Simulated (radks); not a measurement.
The numbers below are computed, except where a source is named.
Species: Er49+. Configuration: [Ar] 5f1 (not the ground configuration). Code: a radial shooting solver on a logarithmic mesh with Libxc functionals. Model: scalar-relativistic Kohn-Sham, r2SCAN, spin-polarised, spherical densities, finite nucleus; open shells are filled with parallel spins first (spin-orbit coupling, left out, can overturn this in heavy ions); meta-GGA in the generalised Kohn-Sham scheme; Fermi nuclear charge, rms radius 5.2516 fm. Some entries of the table are withheld. Estimate them.

orbital  occ.  eigenvalue (Ry)  <r^2> (bohr^2)
1s down     1        -4466.650       0.0005681
1s up       1        -4466.650       0.0005681
2s up       1        -948.5588        0.008650
2s down     1        -948.5480        0.008649
2p up       3        -867.9149        0.007008
2p down     3        -867.9052        0.007007
3s up       1        -363.9406         0.05005
3s down     1        -363.7937         0.05008
3p up       3        -339.2850         0.04876
3p down     3        -339.1429         0.04877
5f up       1              (1)          0.4206

Answer. 
(1) 5f up eigenvalue (Ry): -101.6075
